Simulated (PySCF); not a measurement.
CH₃F₂O₂Ta, SMILES C[O][Ta](=[O])([F])[F], multiplicity 1. The structure is a stationary point at PBE-D3(BJ)/def2-SVP. The spin state was assumed, not searched. The structure was generated by enumeration; whether it is a known compound was not checked. The def2 effective core potentials stand for the cores of Ta; spin–orbit coupling is left out. Other conformers were not sampled.

Computed equilibrium geometry at PBE-D3(BJ)/def2-SVP (PySCF confirms it by a frequency run) as a Z-matrix, and its point group (one conformer of several):
point group Cs.
```
O
C 1 1.4151
H 2 1.1099 1 109.49
H 2 1.1099 3 108.60 1 119.51
H 2 1.1113 3 109.10 4 118.81
Ta 1 1.8891 2 141.50 3 -120.52
O 6 1.7365 1 105.16 2 0.00
F 6 1.9002 7 107.61 1 -117.96
F 6 1.9002 7 107.61 1 117.96
```
